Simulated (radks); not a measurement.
The numbers below are computed, except where a source is named.
All-electron atom: a nucleus of charge 81.9 with 81 electrons in [Hg] 6p1.

Level of theory: Dirac Kohn-Sham, PBE, spin-unpolarised, spherical densities, point nucleus; open shells are shared between the two j in proportion to 2j + 1 (a radial shooting solver on a logarithmic mesh with Libxc functionals).

Energy parts (hartree):
part                       energy
total                 -20863.7971
kinetic                24284.9502
electron-nucleus      -52790.1788
Hartree                 8030.6519
exchange-correlation    -389.2204

Orbitals (lengths in bohr, moments of r in powers of bohr; r(max) is where P^2 peaks):
orbital      occ.  eigenvalue (hartree)    r(max)      <r>      <r^2>
1s1/2           2             -3224.276  0.009854  0.01607  0.0003582
2s1/2           2             -576.1225   0.05745  0.06700   0.005380
2p1/2           2             -553.1683   0.04206  0.05497   0.003788
2p3/2           4             -473.1545   0.04977  0.06388   0.004970
3s1/2           2             -138.3916    0.1617   0.1742    0.03487
3p1/2           2             -128.0528    0.1506   0.1647    0.03170
3p3/2           4             -110.2062    0.1662   0.1810    0.03804
3d3/2           4             -93.24339    0.1291   0.1572    0.02902
3d5/2           6             -89.44531    0.1333   0.1621    0.03073
4s1/2           2             -31.48006    0.3634   0.3848     0.1673
4p1/2           2             -27.01003    0.3610   0.3861     0.1698
4p3/2           4             -22.64462    0.3926   0.4206     0.2011
4d3/2           4             -15.37306    0.3839   0.4254     0.2091
4d5/2           6             -14.55856    0.3935   0.4365     0.2199
5s1/2           2              -5.48318    0.7918   0.8566     0.8226
4f5/2           6              -5.14928    0.3485   0.4521     0.2450
4f7/2           8              -4.96604    0.3530   0.4585     0.2519
5p1/2           2              -3.96227    0.8305   0.9158     0.9461
5p3/2           4              -3.14950    0.9077    1.008      1.147
5d3/2           4              -1.06151     1.058    1.282      1.911
5d5/2           6              -0.96775     1.091    1.330      2.062
6s1/2           2              -0.66649     1.958    2.267      5.811
6p1/2    0.333333              -0.37935     2.338    2.813      9.057
6p3/2    0.666667              -0.31437     2.638    3.175      11.52

The highest occupied level is 6p3/2 at -8.554 eV. The density falls to 0.001 e/bohr^3 at r = 4.26 bohr. Summed over all electrons, <r^2> = 58.21 bohr^2, which gives a Langevin (diamagnetic) susceptibility term of -46.1 x 10^-6 cm^3/mol.
